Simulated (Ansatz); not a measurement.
Relaxation of Na8F8 (relaxed from a model of 2x2x4 NaF rock-salt block, whose bonding it doesn't keep) with RKS r2SCAN-D4/def2-SVP.

```sh
$ ansatz run in.yaml --threads 4 --pin off --events-out ev --progress --plain --max-ram 6963MiB
```

```yaml
crystal:
  periodic: [false, false, false]
  atoms:
    - {symbol: Na, position_ang: [-1.004340, -0.999370, -2.502760]}
    - {symbol: F, position_ang: [-1.698450, -1.717660, -0.936660]}
    - {symbol: Na, position_ang: [-1.589920, -1.550730, 0.865310]}
    - {symbol: F, position_ang: [-0.973490, -0.977990, 2.514540]}
    - {symbol: F, position_ang: [-0.974540, 0.976130, -2.507110]}
    - {symbol: Na, position_ang: [-1.551410, 1.590880, -0.855660]}
    - {symbol: F, position_ang: [-1.726390, 1.706340, 0.945910]}
    - {symbol: Na, position_ang: [-0.996470, 1.002690, 2.505600]}
    - {symbol: F, position_ang: [0.977600, -0.978860, -2.517060]}
    - {symbol: Na, position_ang: [1.549410, -1.583520, -0.859590]}
    - {symbol: F, position_ang: [1.722410, -1.702340, 0.940380]}
    - {symbol: Na, position_ang: [1.001560, -1.007200, 2.504330]}
    - {symbol: Na, position_ang: [1.004020, 0.993620, -2.509670]}
    - {symbol: F, position_ang: [1.700530, 1.720730, -0.947150]}
    - {symbol: Na, position_ang: [1.583370, 1.553610, 0.854290]}
    - {symbol: F, position_ang: [0.976080, 0.973650, 2.505300]}
basis:
  gaussian: {orbitals: def2-SVP}
hamiltonian: {xc: r2scan, dispersion: d4}
scf: {lower_state_search: "off"}
output: {orbitals: {seedname: orbitals}}
relax: {f_tol: 0.03, max_steps: 70}
```

Hardware: 4 threads of Arm Neoverse V2 on a shared host. Wall time 100 s.

Positions (Å) and forces (eV/Å) at steps 1, 2, 3, 4, 5, 6, 7, 8 of 8:

```xyz
16
step=1 energy=-57041.2963 eV
Na   -1.004   -0.999   -2.503   -0.297   -0.301   -2.018
F    -1.698   -1.718   -0.937   -0.730   -0.869   -0.907
Na   -1.590   -1.551    0.865   -0.749   -0.585    0.805
F    -0.973   -0.978    2.515   -0.302   -0.309    1.934
F    -0.975    0.976   -2.507   -0.338    0.311   -1.891
Na   -1.551    1.591   -0.856   -0.560    0.721   -0.832
F    -1.726    1.706    0.946   -0.868    0.731    0.933
Na   -0.996    1.003    2.506   -0.332    0.312    1.983
F     0.978   -0.979   -2.517    0.314   -0.349   -1.897
Na    1.549   -1.584   -0.860    0.555   -0.706   -0.855
F     1.722   -1.702    0.940    0.884   -0.753    0.915
Na    1.002   -1.007    2.504    0.303   -0.294    2.022
Na    1.004    0.994   -2.510    0.324    0.332   -2.004
F     1.701    1.721   -0.947    0.739    0.866   -0.922
Na    1.583    1.554    0.854    0.726    0.585    0.818
F     0.976    0.974    2.505    0.333    0.309    1.917
16
step=2 energy=-57043.1279 eV
Na   -1.020   -1.014   -2.621   -0.247   -0.243   -1.183
F    -1.695   -1.723   -0.970   -0.308   -0.415   -0.447
Na   -1.630   -1.586    0.905   -0.441   -0.319    0.389
F    -1.005   -1.007    2.619   -0.229   -0.238    1.184
F    -1.005    1.007   -2.613   -0.259    0.233   -1.164
Na   -1.585    1.631   -0.897   -0.306    0.426   -0.402
F    -1.729    1.702    0.979   -0.412    0.308    0.462
Na   -1.010    1.018    2.624   -0.263    0.256    1.162
F     1.006   -1.010   -2.621    0.241   -0.255   -1.163
Na    1.582   -1.625   -0.900    0.302   -0.420   -0.417
F     1.726   -1.699    0.974    0.423   -0.321    0.453
Na    1.016   -1.021    2.622    0.245   -0.245    1.183
Na    1.019    1.009   -2.627    0.264    0.264   -1.174
F     1.698    1.724   -0.979    0.312    0.410   -0.456
Na    1.626    1.588    0.896    0.432    0.319    0.395
F     1.008    1.004    2.611    0.246    0.240    1.177
16
step=3 energy=-57044.4293 eV
Na   -1.047   -1.039   -2.812   -0.079   -0.070   -0.285
F    -1.639   -1.694   -1.003    0.042   -0.046   -0.135
Na   -1.672   -1.604    0.972   -0.034    0.060    0.077
F    -1.054   -1.052    2.803   -0.066   -0.087    0.440
F    -1.052    1.056   -2.799   -0.096    0.069   -0.434
Na   -1.603    1.672   -0.966    0.065    0.029   -0.080
F    -1.697    1.646    1.010   -0.043   -0.041    0.139
Na   -1.035    1.045    2.814   -0.078    0.083    0.275
F     1.050   -1.057   -2.805    0.088   -0.074   -0.433
Na    1.598   -1.668   -0.968   -0.067   -0.029   -0.086
F     1.696   -1.645    1.006    0.048    0.037    0.136
Na    1.040   -1.046    2.812    0.071   -0.079    0.284
Na    1.044    1.036   -2.816    0.085    0.077   -0.280
F     1.643    1.693   -1.010   -0.041    0.043   -0.136
Na    1.671    1.605    0.965    0.034   -0.061    0.078
F     1.058    1.051    2.798    0.073    0.089    0.439
16
step=4 energy=-57044.9932 eV
Na   -1.055   -1.046   -2.955   -0.049   -0.027   -0.066
F    -1.470   -1.588   -1.007    0.231    0.079   -0.121
Na   -1.577   -1.450    1.007    0.133    0.289    0.069
F    -1.069   -1.065    2.968   -0.033   -0.074    0.178
F    -1.068    1.070   -2.966   -0.078    0.034   -0.173
Na   -1.447    1.578   -1.003    0.292   -0.135   -0.070
F    -1.589    1.478    1.012    0.081   -0.228    0.122
Na   -1.043    1.052    2.957   -0.032    0.052    0.058
F     1.063   -1.071   -2.969    0.073   -0.036   -0.175
Na    1.440   -1.575   -1.005   -0.294    0.135   -0.072
F     1.589   -1.477    1.009   -0.079    0.227    0.121
Na    1.048   -1.051    2.954    0.028   -0.050    0.066
Na    1.050    1.044   -2.958    0.054    0.029   -0.062
F     1.476    1.585   -1.012   -0.231   -0.080   -0.119
Na    1.579    1.450    1.003   -0.132   -0.290    0.068
F     1.073    1.067    2.965    0.036    0.074    0.177
16
step=5 energy=-57045.5938 eV
Na   -1.057   -1.050   -3.056   -0.011    0.008    0.005
F    -1.325   -1.466   -1.020    0.314    0.147   -0.124
Na   -1.459   -1.290    1.020    0.208    0.382    0.104
F    -1.073   -1.074    3.066   -0.007   -0.040    0.086
F    -1.077    1.074   -3.065   -0.040    0.011   -0.083
Na   -1.293    1.452   -1.017    0.379   -0.214   -0.105
F    -1.472    1.325    1.024    0.145   -0.317    0.126
Na   -1.046    1.054    3.059    0.007    0.015   -0.011
F     1.071   -1.076   -3.067    0.038   -0.010   -0.085
Na    1.290   -1.448   -1.019   -0.379    0.212   -0.104
F     1.474   -1.324    1.022   -0.143    0.318    0.123
Na    1.051   -1.054    3.056   -0.010   -0.015   -0.005
Na    1.051    1.048   -3.060    0.014   -0.008    0.006
F     1.326    1.463   -1.024   -0.317   -0.148   -0.123
Na    1.459    1.291    1.017   -0.208   -0.382    0.104
F     1.077    1.075    3.064    0.009    0.040    0.085
16
step=6 energy=-57046.1434 eV
Na   -1.057   -1.050   -3.121    0.001    0.021   -0.024
F    -1.201   -1.366   -1.031    0.253    0.223   -0.095
Na   -1.334   -1.141    1.037    0.178    0.209    0.124
F    -1.077   -1.082    3.143    0.041    0.028   -0.015
F    -1.085    1.078   -3.142    0.030   -0.040    0.015
Na   -1.143    1.326   -1.034    0.207   -0.180   -0.125
F    -1.373    1.199    1.034    0.221   -0.253    0.098
Na   -1.046    1.055    3.122    0.022    0.000    0.021
F     1.080   -1.080   -3.144   -0.029    0.041    0.014
Na    1.141   -1.324   -1.036   -0.206    0.178   -0.123
F     1.376   -1.198    1.032   -0.221    0.254    0.095
Na    1.051   -1.054    3.120   -0.022    0.000    0.025
Na    1.052    1.048   -3.124   -0.002   -0.021   -0.023
F     1.200    1.364   -1.033   -0.255   -0.223   -0.095
Na    1.335    1.142    1.035   -0.177   -0.209    0.124
F     1.081    1.083    3.141   -0.041   -0.028   -0.015
16
step=7 energy=-57046.3932 eV
Na   -1.065   -1.049   -3.187    0.066    0.041    0.067
F    -1.087   -1.210   -1.051   -0.252    0.069   -0.095
Na   -1.221   -1.076    1.062    0.227   -0.122    0.051
F    -1.069   -1.074    3.191   -0.034   -0.011    0.062
F    -1.077    1.071   -3.190   -0.012    0.034   -0.063
Na   -1.078    1.214   -1.059   -0.121   -0.217   -0.051
F    -1.217    1.086    1.054    0.079    0.254    0.095
Na   -1.045    1.063    3.189    0.039   -0.065   -0.067
F     1.071   -1.072   -3.191    0.012   -0.034   -0.063
Na    1.076   -1.214   -1.061    0.119    0.215   -0.050
F     1.219   -1.085    1.052   -0.080   -0.254    0.094
Na    1.050   -1.062    3.187   -0.039    0.065   -0.066
Na    1.059    1.047   -3.190   -0.066   -0.041    0.067
F     1.085    1.209   -1.053    0.254   -0.068   -0.095
Na    1.223    1.076    1.060   -0.226    0.122    0.051
F     1.074    1.075    3.189    0.034    0.011    0.062
16
step=8 energy=-57046.5056 eV
Na   -1.051   -1.044   -3.197   -0.016   -0.017   -0.028
F    -1.146   -1.144   -1.065   -0.003    0.010    0.009
Na   -1.120   -1.111    1.078    0.005   -0.009    0.004
F    -1.076   -1.074    3.222   -0.004   -0.003   -0.018
F    -1.077    1.078   -3.220   -0.004    0.005    0.017
Na   -1.113    1.121   -1.076   -0.008   -0.006   -0.005
F    -1.143    1.146    1.067    0.011    0.003   -0.008
Na   -1.040    1.049    3.199   -0.017    0.016    0.029
F     1.072   -1.080   -3.221    0.003   -0.006    0.017
Na    1.111   -1.122   -1.077    0.008    0.006   -0.005
F     1.145   -1.145    1.066   -0.011   -0.003   -0.008
Na    1.046   -1.048    3.198    0.017   -0.016    0.029
Na    1.046    1.042   -3.199    0.016    0.017   -0.028
F     1.144    1.144   -1.068    0.004   -0.010    0.009
Na    1.122    1.111    1.075   -0.005    0.010    0.004
F     1.082    1.075    3.219    0.004    0.002   -0.018
```
